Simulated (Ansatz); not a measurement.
A run on C2H5GeN, SMILES `[CH3][GeH]1[CH]=[N]1` with other settings.

```yaml
crystal:
  periodic: [false, false, false]
  atoms:
    - {symbol: C, position_ang: [-0.751295, 0.757549, -1.002389]}
    - {symbol: Ge, position_ang: [-0.049931, -0.725232, 0.033952]}
    - {symbol: C, position_ang: [0.879868, -0.439294, 1.649555]}
    - {symbol: N, position_ang: [1.740739, -0.294269, 0.754458]}
    - {symbol: H, position_ang: [-0.282248, 0.781015, -1.986479]}
    - {symbol: H, position_ang: [-0.527229, 1.684837, -0.475567]}
    - {symbol: H, position_ang: [-1.831053, 0.668384, -1.123539]}
    - {symbol: H, position_ang: [-0.009445, -2.111446, -0.606715]}
    - {symbol: H, position_ang: [0.919194, -0.367942, 2.739624]}
basis:
  gaussian: {orbitals: def2-SVP, nuclear_model: gaussian}
hamiltonian: {xc: {name: B3LYP}}
```

```sh
$ ansatz run in.yaml --threads 2 --pin off --events-out ev --progress --plain --max-ram 4352MiB
```

It prints (some lines left out):

```
Functional definition: B3LYP
1007 factors; integrals over basis functions are off by at most 1.2e-3 eV
mean field evaluation 1: about -60142.3902 eV, gradient 6.6e1 eV
mean field evaluation 2: about -60114.7863 eV, gradient 1.2e2 eV
mean field evaluation 4: about -60152.5801 eV, gradient 9.3e0 eV
mean field evaluation 8: about -60152.8754 eV, gradient 6.0e-1 eV
mean field evaluation 16: about -60152.8763 eV, gradient 1.9e-5 eV
mean field -60152.87630757 eV, -2210.5774312192 hartree, gradient 2.1e-5 eV, S^2 0.000000; 0 other end points of the search recorded, 0 dependent functions left out
reference -60152.87654389 eV, -2210.5774399040 hartree; 28, 28 occupied and 71, 71 virtual orbitals, 1007 factors
Total energy: -60152.87654389 eV, -2210.5774399040 hartree
```

Run time 1.6 s (2 threads of an Intel Xeon Platinum 8375C on a shared host); peak host memory 0.4 GiB.
